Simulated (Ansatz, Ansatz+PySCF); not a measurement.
```xyz
2

Ti    0.0000    0.0000    0.0000
N     0.0000    0.0000    1.5820
```

Basis set: def2-SVP (spherical functions). Left uncorrelated: 6 orbitals. Correlation on ROHF uses semicanonical orbitals with singles. Charge 0, multiplicity 2.

Computed with Ansatz (development build ahead of 0.2.0); each method stands on the lowest determinant of its kind that the runs found. Restricted functionals stand beside restricted open-shell atoms, which can lie above the unrestricted atoms usual in DFT and then raise those values.

Task: Give the atomization energy at this shape (free ground-state atoms in the same class of orbitals less the molecule, no zero-point energy) of doublet TiN by ωB97X (unrestricted), ωB97X (restricted open-shell), r²SCAN (unrestricted), r²SCAN (restricted open-shell), PBE (unrestricted), PBE (restricted open-shell), PBE0 (unrestricted), PBE0 (restricted open-shell), ROHF-MP2, UHF-MP2, UHF, ROHF.

Result:

| method | atomization energy |
| --- | --- |
| ωB97X (unrestricted) | 99.34 kcal/mol |
| ωB97X (restricted open-shell) | 101.72 kcal/mol |
| r²SCAN (unrestricted) | 121.91 kcal/mol |
| r²SCAN (restricted open-shell) | 125.12 kcal/mol |
| PBE (unrestricted) | 145.99 kcal/mol |
| PBE (restricted open-shell) | 147.42 kcal/mol |
| PBE0 (unrestricted) | 110.30 kcal/mol |
| PBE0 (restricted open-shell) | 111.49 kcal/mol |
| ROHF-MP2 | 132.17 kcal/mol |
| UHF-MP2 | 63.64 kcal/mol |
| UHF | -24.58 kcal/mol |
| ROHF | -32.82 kcal/mol |

Caution: another spin multiplicity may lie lower. Caution for r²SCAN (unrestricted), PBE (unrestricted): a free atom is spin contaminated. Caution for UHF-MP2, UHF: the unrestricted determinant is a mixture of spin states. Caution for UHF, ROHF: the molecule lies well above its atoms at this level.
